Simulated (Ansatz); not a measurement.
Cartesian coordinates in Å:
```
B 2.1596 -0.6369 0.5245
Se 0.8101 -0.2661 1.8196
Si -0.6337 0.8628 0.4271
C -1.3687 -0.2860 -0.8424
H 2.0493 -0.2620 -0.6032
H 3.1096 -1.2531 0.8951
H -1.6843 1.4323 1.3105
H 0.1157 1.9703 -0.2180
H -0.5828 -0.7244 -1.4609
H -1.9180 -1.0959 -0.3582
H -2.0568 0.2590 -1.4943
```

The species carries charge 0 and has multiplicity 1.

Task: List the ωB97M-V/def2-TZVPP orbital energies in eV (Ansatz 0.2.0). (Best estimate.)

Result: Computed: Occupied: -12367.99, -1807.47, -1588.29, -1423.04, -1423.01, -1423.01, -281.30, -217.74, -188.55, -160.63, -160.55, -160.53, -148.50, -102.65, -102.60, -102.58, -60.52, -60.51, -60.48, -60.42, -60.41, -22.97, -22.24, -17.26, -16.12, -14.37, -14.28, -12.94, -12.25, -12.05, -11.23, -10.32, -9.73. Lowest empty: 0.37, 1.95, 2.29, 2.77, 2.97, 3.46, 3.64, 4.10.
